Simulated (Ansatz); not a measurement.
Two structures of SiH5BrO2, singlet, reached by relaxing down either side of one saddle point (PBE0-D4/def2-TZVP). Energies are electronic, without zero-point energy. Computed with Ansatz 0.2.0 (basis: def2-TZVPP and def2-QZVPP); correlated methods freeze the cores. Filled d shells of the heavier atoms are correlated. The def2 sets are not built for correlating such inner shells, so the correlated values are less sure here. Extrapolation: Hartree–Fock as exp(−7.88 √X), correlation as X^−2.97. First:

```
atom    x (Å)    y (Å)    z (Å)
 Si1  -1.1211  -0.7155   0.3111
 Br2  -1.3780  -2.1694  -1.3386
  H3  -2.4605  -0.5222   0.9094
  H4  -0.1282  -1.2297   1.2700
  O5  -0.5093   0.7065  -0.2466
  H6   2.6817   1.2102   0.5584
  O7   2.4322   0.7271  -0.2315
  H8  -0.9917   1.1655  -0.9376
  H9   1.4748   0.8275  -0.2950
```

Second:

```
9
angstrom
Si -0.6510 0.2479 0.7478
Br 1.0360 -1.3332 -2.3291
H -1.4634 -0.9864 0.6957
H -0.9232 1.0838 1.9368
O -0.9099 1.2234 -0.5366
H 1.1998 -1.0538 -0.9207
O 0.9095 -0.3254 0.7973
H -0.7961 0.8382 -1.4102
H 1.5982 0.3056 1.0189
```

**Question.** Which bonds change from the first to the second?

**Answer.** SiH₃BrO ([OH][SiH2][Br]) + H₂O → SiH₄O₂ ([OH][SiH2][OH]) + HBr; bonds formed: Si1–O7, Br2–H6; bonds broken: Si1–Br2, H6–O7.

**Question.** Give the saddle point's structure and its height above each. (An estimate is asked for; the value comes from the calculation.)

**Answer.** By the calculation: 16.73 kcal/mol above the first and 19.13 kcal/mol above the second (CCSD(T) at an estimated basis limit (MP2 extrapolated from triple and quadruple zeta, plus CCSD(T) − MP2 in triple zeta)).
| atom | x (Å) | y (Å) | z (Å) |
| --- | --- | --- | --- |
| Si1 | -0.5097 | -0.2693 | 0.2338 |
| Br2 | 0.5022 | -2.4425 | -0.3562 |
| H3 | -1.7420 | -0.7286 | -0.4487 |
| H4 | -0.2975 | -0.5281 | 1.6678 |
| O5 | -0.7900 | 1.3934 | 0.2005 |
| H6 | 1.8263 | -0.4666 | -0.4321 |
| O7 | 1.1690 | 0.2523 | -0.4725 |
| H8 | -1.6326 | 1.6549 | -0.1695 |
| H9 | 1.4743 | 1.1346 | -0.2232 |

T1 diagnostic: at most 0.010.

The step is the kind of ligand exchange by which a precursor binds to a hydroxyl group, or is hydrolysed, in atomic layer deposition of oxides.

Labels in which every atom is bracketed show which atoms are joined, not bond orders.

For scale, one of the runs: CCSD(T)/def2-TZVPP, 222 basis functions, launched by `ansatz run in.yaml --threads 4 --pin off --events-out ev --progress --plain --max-ram 9574MiB`. Hardware: 4 CPU threads of an Arm Neoverse V2, shared host. Wall time 2.2 min; peak host memory 3.6 GiB.
